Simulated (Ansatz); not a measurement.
GeH$_{12}$O$_{4}$Si$_{4}$ (`[SiH3][O][Ge]([O][SiH3])([O][SiH3])[O][SiH3]`), relaxed with RKS PBE-D4/def2-SVP in the Gaussian-basis code of Ansatz from a rough embedded geometry. The force threshold is 0.03 eV/Å; the program also tests the step.

Charge 0, multiplicity 1.

Start:

```xyz
21

Si    0.188    2.367    1.592
O     0.826    0.776    1.392
Ge   -0.034    0.001   -0.021
O     0.593   -1.743   -0.111
Si    0.211   -2.471    1.363
O     0.382    0.887   -1.519
Si    2.090    0.729   -1.728
O    -1.756    0.002    0.299
Si   -2.470   -0.619   -1.132
H    -1.243    2.315    1.833
H     0.867    3.089    2.613
H     0.424    3.112    0.286
H     0.985   -1.820    2.371
H    -1.209   -2.367    1.643
H     0.607   -3.864    1.288
H     2.836    1.288   -0.612
H     2.481    1.475   -2.958
H     2.443   -0.665   -1.964
H    -2.020   -2.007   -1.331
H    -3.969   -0.669   -0.982
H    -2.231    0.185   -2.322
```

(1) By how much does the energy fall, and how many steps does the optimiser take? (Best estimate.)

(2) Which bonds change most? (Estimate.)

(3) Give the relaxed structure. (Best estimate.)

Answers

(1) The calculation gave: 31.61 kcal/mol, in 24 steps.

(2) The calculation gave: Ge3–O4 from 1.856 to 1.767 Å; Si1–H11 from 1.423 to 1.500 Å; Si5–H13 from 1.428 to 1.503 Å; O2–Ge3 from 1.826 to 1.767 Å.

(3) The calculation gave: 
```xyz
21

Si   -0.698    2.269    2.034
O     0.310    1.088    1.358
Ge   -0.003    0.001    0.000
O     0.573   -1.607    0.451
Si    1.011   -2.198    1.976
O     0.843    0.484   -1.474
Si    2.222   -0.195   -2.184
O    -1.737    0.041   -0.334
Si   -2.534    0.124   -1.827
H    -1.840    1.634    2.778
H     0.157    3.047    2.991
H    -1.241    3.186    0.973
H     2.299   -1.577    2.440
H    -0.068   -1.925    2.989
H     1.191   -3.678    1.813
H     3.328   -0.347   -1.176
H     2.645    0.757   -3.264
H     1.907   -1.537   -2.786
H    -2.013   -0.922   -2.774
H    -3.984   -0.128   -1.539
H    -2.367    1.484   -2.445
```
